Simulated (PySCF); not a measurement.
C2H6BFO (SMILES CCB(O)F), singlet, at a GFN2-xTB geometry. Base run: PySCF with PBE/6-31G, polarisability.

Input for PySCF:
```python
from pyscf import gto, scf, dft
from pyscf.prop import polarizability

mol = gto.Mole()
mol.atom = '''
    B     0.18569128    0.27107935    0.52998451
    F     0.68811954    0.13065850    1.75791099
    C    -0.04196034   -1.03982700   -0.35050706
    C    -0.62120407   -0.78609412   -1.74451260
    H    -0.70078725   -1.72130863    0.19283156
    H     0.90825001   -1.57014191   -0.44824823
    H     0.04229961   -0.15000317   -2.32831376
    H    -1.59505917   -0.30383066   -1.67594999
    H    -0.74823414   -1.72181337   -2.28398637
    O    -0.07642209    1.52907780    0.16874605
    H    -0.43763813    1.65867881   -0.70730512
'''
mol.basis = '6-31g'
mol.verbose = 3
mol.build()

mf = dft.RKS(mol)
mf.xc = 'pbe'
mf.kernel()
alpha = mf.Polarizability().polarizability()[2, 2]
print('alpha_zz =', alpha)
```

Each row names what was changed in the base input (with any setting that the change needs).

```json
[
 {"change": "base", "alpha_zz (bohr³)": "36.35", "basis functions": "57"},
 {"change": "finite field (a.u.) = 0.001; conv_tol = 1e-6", "alpha_zz (bohr³)": "36.08", "basis functions": "57"},
 {"change": "functional = camb3lyp", "alpha_zz (bohr³)": "(withheld)", "basis functions": "57"},
 {"change": "basis = STO-3G", "alpha_zz (bohr³)": "21.44", "basis functions": "31"},
 {"change": "finite field (a.u.) = 0.001; conv_tol = 1e-11", "alpha_zz (bohr³)": "36.35", "basis functions": "57"},
 {"change": "finite field (a.u.) = 2e-4; conv_tol = 1e-11", "alpha_zz (bohr³)": "36.35", "basis functions": "57"},
 {"change": "finite field (a.u.) = 0.02; conv_tol = 1e-11", "alpha_zz (bohr³)": "36.44", "basis functions": "57"},
 {"change": "functional = lda,vwn", "alpha_zz (bohr³)": "36.52", "basis functions": "57"},
 {"change": "basis = 6-31G*", "alpha_zz (bohr³)": "37.74", "basis functions": "82"},
 {"change": "finite field (a.u.) = 0.005; conv_tol = 1e-11", "alpha_zz (bohr³)": "36.36", "basis functions": "57"},
 {"change": "finite field (a.u.) = 0.05; conv_tol = 1e-11", "alpha_zz (bohr³)": "36.94", "basis functions": "57"},
 {"change": "finite field (a.u.) = 2e-4; conv_tol = 1e-6", "alpha_zz (bohr³)": "36.36", "basis functions": "57"}
]
```

**Question.** Complete the blanks.

**Answer.** 
- functional = camb3lyp, alpha_zz (bohr³): 34.54

Finite-field rows take the second difference of the energy in a field along z; a small field with loose convergence shows SCF noise divided by the square of the field, and a large one adds hyperpolarisability.
